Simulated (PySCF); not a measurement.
A species of formula C8H10S has this rotational fingerprint, computed with PBE0-D3(BJ)/def2-SVP geometry optimisation, gas phase in PySCF:

| Quantity | Value |
| --- | --- |
| Rotational constants | A = 3055, B = 863.6, C = 679.1 MHz |
| Dipole components | \|μa\| = 0.14 D, \|μb\| = 1.02 D, \|μc\| = 0.00 D |
| Inertial defect | -6.45 u·Å² |
| κ | -0.84 |

**Question.** Which structure is it? (One computed conformer of each.)
A. `[CH3:1][c:2]1[cH:3][cH:4][c:5]([SH:6])[cH:7][c:8]1[CH3:9]` with C4–C5–S6–H 0° (3,4-dimethylbenzenethiol)
B. `[CH3:1][S:2][C:3]1=[CH:4][C@H:5]2[CH:6]=[CH:7][C@@H:8]1[CH2:9]2` with C1–S2–C3–C4 2°
C. `[CH3:1][S:2][c:3]1[cH:4][cH:5][cH:6][c:7]([CH3:8])[cH:9]1` with C1–S2–C3–C4 -1° (3-methylthioanisole)
D. `[CH2:1]=[C:2]1[CH:3]=[C:4]([CH3:5])/[C:6]1=[CH:7]/[S:8][CH3:9]` with C6–C7–S8–C9 178°
E. `[CH3:1][CH:2]=[C:3]=[C:4]=[C:5]=[C:6]([CH3:7])[S:8][CH3:9]` with C5–C6–S8–C9 0°

**Answer.** C. It is CSc1cccc(C)c1, an asymmetric top. The candidates at the same level (rigid rotor, commonest isotopes):

```json
{"SMILES": "CSC1=C[C@H]2C=C[C@@H]1C2", "A (MHz)": "3179", "B (MHz)": "995.9", "C (MHz)": "926.0", "μa (D)": "0.29", "μb (D)": "1.09", "μc (D)": "0.27", "Δ (u·Å²)": "-120.62", "point group": "C1", "rotor": "near-prolate asymmetric top"}
{"SMILES": "Cc1ccc(S)cc1C", "A (MHz)": "2934", "B (MHz)": "871.3", "C (MHz)": "677.5", "μa (D)": "1.23", "μb (D)": "0.70", "μc (D)": "0.00", "Δ (u·Å²)": "-6.29", "point group": "Cs", "rotor": "asymmetric top"}
{"SMILES": "CC=C=C=C=C(C)SC", "A (MHz)": "2781", "B (MHz)": "525.0", "C (MHz)": "457.3", "μa (D)": "0.84", "μb (D)": "0.58", "μc (D)": "0.16", "Δ (u·Å²)": "-39.36", "point group": "C1", "rotor": "near-prolate asymmetric top"}
{"SMILES": "CSc1cccc(C)c1", "A (MHz)": "3055", "B (MHz)": "863.6", "C (MHz)": "679.1", "μa (D)": "0.14", "μb (D)": "1.02", "μc (D)": "0.00", "Δ (u·Å²)": "-6.45", "point group": "near Cs", "rotor": "asymmetric top"}
{"SMILES": "C=C1C=C(C)/C1=C/SC", "A (MHz)": "2251", "B (MHz)": "859.5", "C (MHz)": "627.0", "μa (D)": "0.22", "μb (D)": "2.39", "μc (D)": "0.05", "Δ (u·Å²)": "-6.53", "point group": "near Cs", "rotor": "asymmetric top"}
```

`CC=C=C=C=C(C)SC` has B 39 % too low; `Cc1ccc(S)cc1C` has A 4 % too low; `CSC1=C[C@H]2C=C[C@@H]1C2` has C 36 % too high; `C=C1C=C(C)/C1=C/SC` has A 26 % too low. No structure here is proved a minimum.
